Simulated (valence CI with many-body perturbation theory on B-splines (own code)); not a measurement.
## Forbidden lines of Tl75+

Level of theory: relativistic CI+MBPT: four valence electrons over a frozen Dirac-Fock core [He], a basis of 11 s, 11 p, 10 d, 8 f, 5 g, 2 h functions for each j, with the one-electron correlation potential Σ1, the two-electron term Σ2, the three-electron term Σ3, Breit, model QED; selected CI, second order for the rest, scaled by the run's own slope (own B-spline code, finite nucleus).

No measured spectrum was set against this ion. As an estimate, large intervals hold to a few tenths of a per cent, small ones and those within an open d or f shell to about a per cent. Among the levels kept, up to 1200 cm⁻¹ of a level comes from second order outside the variational space, and about a tenth of that is noise between levels of different J, which matters for small intervals.

Lines 1 to 50 of 87 in falling wavelength, among levels below 148880 × 10³ cm⁻¹, chosen from the decays that carry over 1 % of a level's rate. Wavelengths and rates use the calculated energies. Electric multipoles are in the length gauge, E1 and E2 with the static RPA response of the core. Weak lines are less certain than strong ones. Lines between different terms over intervals too small for the method are left out, as are lines whose strength nearly cancels. The highest levels of a list are the least certain.

Levels are named by their leading jj configuration (3d3/2^4 stands for four electrons in 3d with j = 3/2), which in mixed levels can hold well under half, so a name can repeat and another be missing. Letters in brackets count levels of one name in rising energy.

```tsv
λ vac (Å)	Upper	Lower	Type	A (s⁻¹)	Branch %
5.750	(2s^2 2p1/2 2p3/2) J=1	(2s^2 2p1/2^2) J=0	M1	6.01e+10	100.0
5.703	(2s^2 2p1/2 2p3/2) J=2	(2s^2 2p1/2^2) J=0	E2	4.72e+08	100.0
5.668	(2s^2 2p3/2^2) J=2	(2s^2 2p1/2 2p3/2) J=2	M1	4.67e+10	19.6
5.661	(2s^2 2p3/2 3d5/2) J=4	(2s^2 2p1/2 3d5/2) J=3	M1	4.02e+10	2.8
5.622	(2s^2 2p3/2^2) J=2	(2s^2 2p1/2 2p3/2) J=1	M1	4.64e+10	19.5
5.444	(2s^2 2p3/2^2) J=0	(2s^2 2p1/2 2p3/2) J=1	M1	1.00e+11	38.8
1.154	(2s 2p1/2^2 3p1/2) J=0	(2s 2p1/2^2 2p3/2) J=1	M1	1.49e+11	1.7
1.145	(2s^2 2p3/2 3p1/2) J=2	(2s^2 2p3/2^2) J=0	E2	9.69e+11	8.7
1.143	(2s^2 2p1/2 3p1/2) J=1	(2s^2 2p1/2 2p3/2) J=2	E2	2.54e+12	43.1
1.143	(2s^2 2p1/2 3p1/2) J=1	(2s^2 2p1/2 2p3/2) J=2	M1	1.26e+11	2.1
1.143	(2s 2p1/2^2 3p1/2) J=0	(2s 2p1/2^2 2p3/2) J=2	E2	5.04e+12	58.6
1.141	(2s^2 2p1/2 3p1/2) J=1	(2s^2 2p1/2 2p3/2) J=1	E2	2.54e+12	43.1
1.138	(2s^2 2p3/2 3p1/2) J=1	(2s^2 2p3/2^2) J=2	E2	2.57e+12	20.3
1.138	(2s^2 2p3/2 3p1/2) J=2	(2s^2 2p3/2^2) J=2	E2	3.55e+12	31.9
1.137	(2s^2 2p1/2 3p1/2) J=0	(2s^2 2p1/2 2p3/2) J=2	E2	5.02e+12	48.4
1.135	(2s^2 2p1/2 3p1/2) J=0	(2s^2 2p1/2 2p3/2) J=1	M1	1.46e+11	1.4
1.133	(2s 2p3/2^2 3p1/2) J=0	(2s 2p3/2^3) J=2	E2	2.67e+12	9.7
1.093	(2s^2 2p3/2 3d5/2) J=4	(2s 2p1/2 2p3/2^2) J=2 [b]	E2	3.34e+10	2.4
1.090	(2s 2p1/2 2p3/2 3p3/2) J=4	(2s 2p1/2 2p3/2^2) J=2 [b]	E2	1.69e+11	2.3
1.084	(2s 2p3/2^2 3p3/2) J=4	(2s 2p3/2^3) J=2	E2	9.50e+11	6.6
1.083	(2s^2 2p3/2 3d5/2) J=4	(2s 2p1/2 2p3/2^2) J=3	E2	2.52e+11	17.8
1.080	(2s 2p1/2 2p3/2 3p3/2) J=0 [b]	(2s 2p1/2 2p3/2^2) J=2 [b]	E2	2.85e+12	6.1
1.080	(2s 2p1/2 2p3/2 3p3/2) J=4	(2s 2p1/2 2p3/2^2) J=3	E2	1.38e+12	18.6
1.080	(2s 2p1/2 2p3/2 3p3/2) J=3 [a]	(2s 2p1/2 2p3/2^2) J=2 [a]	E2	1.61e+12	2.4
1.080	(2s^2 2p3/2 3p3/2) J=2	(2s^2 2p3/2^2) J=0	E2	1.03e+12	5.7
1.079	(2s 2p1/2 2p3/2 3p3/2) J=1 [d]	(2s 2p1/2 2p3/2^2) J=2 [b]	E2	1.62e+12	2.0
1.079	(2s^2 2p3/2 3d5/2) J=4	(2s 2p1/2 2p3/2^2) J=2 [a]	E2	1.62e+10	1.1
1.078	(2s 2p1/2 2p3/2 3p3/2) J=1 [d]	(2s 2p1/2 2p3/2^2) J=1 [a]	E2	1.44e+12	1.8
1.078	(2s 2p1/2^2 3p3/2) J=2	(2s 2p1/2^2 2p3/2) J=2	E2	1.73e+12	2.1
1.077	(2s^2 2p1/2 3p3/2) J=2	(2s^2 2p1/2 2p3/2) J=2	E2	1.77e+12	17.8
1.077	(2s^2 2p1/2 3p3/2) J=1	(2s^2 2p1/2 2p3/2) J=2	E2	1.28e+12	16.8
1.076	(2s^2 2p3/2 3p3/2) J=3	(2s^2 2p3/2^2) J=2	E2	2.02e+12	12.3
1.076	(2s^2 2p3/2 3p3/2) J=1	(2s^2 2p3/2^2) J=2	E2	2.03e+12	10.7
1.076	(2s^2 2p1/2 3p3/2) J=2	(2s^2 2p1/2 2p3/2) J=1	E2	7.72e+11	7.8
1.076	(2s 2p1/2 2p3/2 3p3/2) J=4	(2s 2p1/2 2p3/2^2) J=2 [a]	E2	8.93e+10	1.2
1.076	(2s^2 2p1/2 3p3/2) J=1	(2s^2 2p1/2 2p3/2) J=1	E2	1.28e+12	16.9
1.070	(2s^2 2p3/2 3p3/2) J=0	(2s^2 2p3/2^2) J=2	E2	5.19e+12	23.3
1.069	(2s 2p1/2 2p3/2 3p3/2) J=1 [d]	(2s 2p1/2 2p3/2^2) J=3	E2	9.04e+11	1.1
1.066	(2s 2p1/2 2p3/2 3p3/2) J=0 [b]	(2s 2p1/2 2p3/2^2) J=2 [a]	E2	6.97e+11	1.5
1.058	(2s 2p1/2 2p3/2 3d5/2) J=5	(2s 2p1/2 2p3/2^2) J=3	M2	1.67e+11	52.9
1.058	(2s 2p1/2 2p3/2 3d5/2) J=5	(2s 2p1/2 2p3/2^2) J=3	E3	9.55e+09	3.0
1.054	(2s^2 2p3/2 3d5/2) J=4	(2s^2 2p3/2^2) J=2	M2	1.40e+11	9.9
0.9114	(2s 2p1/2 2p3/2 3p3/2) J=3 [a]	(2s 2p1/2^2 2p3/2) J=2	E2	7.39e+11	1.1
0.9104	(2s^2 2p3/2 3d5/2) J=4	(2s 2p1/2^2 2p3/2) J=2	E2	6.58e+10	4.6
0.9083	(2s 2p1/2 2p3/2 3p3/2) J=4	(2s 2p1/2^2 2p3/2) J=2	E2	2.74e+12	36.9
0.9073	(2s 2p3/2^2 3p3/2) J=4	(2s 2p1/2 2p3/2^2) J=3	E2	1.16e+12	8.0
0.9069	(2s 2p1/2 2p3/2 3p3/2) J=1 [d]	(2s 2p1/2^2 2p3/2) J=1	E2	1.57e+12	1.9
0.9062	(2s^2 2p1/2 3p3/2) J=2	(2s^2 2p1/2^2) J=0	E2	2.56e+12	25.8
0.9062	(2s^2 2p1/2 3p3/2) J=1	(2s^2 2p1/2^2) J=0	M1	8.30e+10	1.1
0.9047	(2s^2 2p3/2 3p3/2) J=3	(2s^2 2p1/2 2p3/2) J=2	E2	1.31e+12	7.9
```
